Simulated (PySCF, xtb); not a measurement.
Te(F)(OSiH3) (FH₃OSiTe), SMILES [SiH3]O[Te]F.

The structure is a stationary point at PBE-D3(BJ)/def2-SVP. The def2 effective core potentials stand for the cores of Te; spin–orbit coupling is left out. The values are those of a single conformer.

These are C-PCM-M06-2X/def2-SVP in PySCF values and carry that method's errors.

The values are the electrostatic part of the solvation free energy, E(continuum) − E(gas) at the gas-phase geometry, in a cavity of scaled van der Waals radii (PySCF's table); cavitation and dispersion terms are not included. In vacuum the orbital gap is 6.47 eV. The dipole moment in vacuum is 2.69 D.

```csv
solvent,ε,ΔG(elec) (kcal/mol),dipole (D),gap (eV)
water,78.36,-5.6,3.46,6.62
chlorobenzene,5.70,-4.5,3.30,6.59
1-octanol,9.86,-5.0,3.37,6.60
```

For comparison, GFN2-xTB/ALPB(water) (xtb, at the GFN2-xTB geometry, all terms of that model) gives -1.6 kcal/mol.
